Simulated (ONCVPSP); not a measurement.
**Zr ONCV: all-electron and pseudo phase curves**

* Element: zirconium
* Generator: ONCVPSP 4.0.1
* Type: optimised norm-conserving Vanderbilt (ONCV)
* Functional: PBE
* Relativity: scalar-relativistic
* Frozen core: [Ar] 3d10
* Valence charge: 12
* Reference configuration: 4s2 4p6 4d2 5s2
* Partial waves: 4s+5s: rc 2.20 bohr, ncon 4, nbas 8, qcut 4.5 1/bohr, 2 projectors; 4p: rc 1.50 bohr, ncon 4, nbas 7, qcut 5.5 1/bohr, 2 projectors, debl 3.2 Ha; 4d: rc 1.95 bohr, ncon 4, nbas 7, qcut 4.6 1/bohr, 2 projectors, debl 1.9 Ha
* Local potential: polynomial inside 1.25 bohr (lpopt 3, dvloc0 1 Ha)
* Core correction: Teter function fitted to the true core (icmod 2), fcfact 0.4

The phase is arctan(r·R′/R) of the radial function R(r), unwrapped; energies in Ha, scanned from -4 to 5 Ha. A pole is an energy at which the radial function vanishes at the test radius. The pseudo phase is shifted by a multiple of π to meet the all-electron one at the reference energy, and phase errors are pseudo minus all-electron; the curves can meet again beyond the range given. Levels narrower than the energy grid can be missing from the lists of poles.

For each channel, where are the poles, and over which energies does the pseudopotential scatter like the atom?

```
channel  radius (bohr)  reference energy (Ha)  poles, all-electron  poles, pseudo  unbroken range about the reference energy with phases within 0.05 rad  phase error 1 Ha above the reference energy (rad)
      s           2.24                  -0.16          -1.87, 2.94    -1.87, 2.65                                                              below 3.0                                             -0.004
      p           1.53                  -1.19                 0.73           0.73                                                        the whole range                                             -0.000
      d           1.97                  -0.13                 0.96           0.96                                                        the whole range                                             +0.000
```

Phases in the d channel:

```tsv
E (Ha)	all-electron	pseudo
-3.98	1.340	1.340
-3.74	1.329	1.329
-3.50	1.318	1.318
-3.26	1.305	1.305
-3.02	1.289	1.289
-2.78	1.271	1.271
-2.54	1.249	1.249
-2.30	1.222	1.222
-2.06	1.188	1.188
-1.82	1.142	1.143
-1.58	1.080	1.080
-1.34	0.989	0.989
-1.10	0.844	0.844
-0.86	0.587	0.587
-0.62	0.118	0.118
-0.38	-0.510	-0.510
-0.14	-0.968	-0.968
0.10	-1.220	-1.220
0.34	-1.367	-1.367
0.58	-1.464	-1.464
0.82	-1.536	-1.536
1.06	-1.594	-1.594
1.30	-1.646	-1.646
1.54	-1.696	-1.696
1.78	-1.751	-1.751
2.02	-1.815	-1.815
2.26	-1.899	-1.899
2.50	-2.020	-2.019
2.74	-2.219	-2.217
2.98	-2.583	-2.577
3.22	-3.191	-3.177
3.46	-3.769	-3.755
3.70	-4.099	-4.089
3.94	-4.279	-4.271
4.18	-4.387	-4.380
4.42	-4.459	-4.453
4.66	-4.510	-4.504
4.90	-4.549	-4.543
```
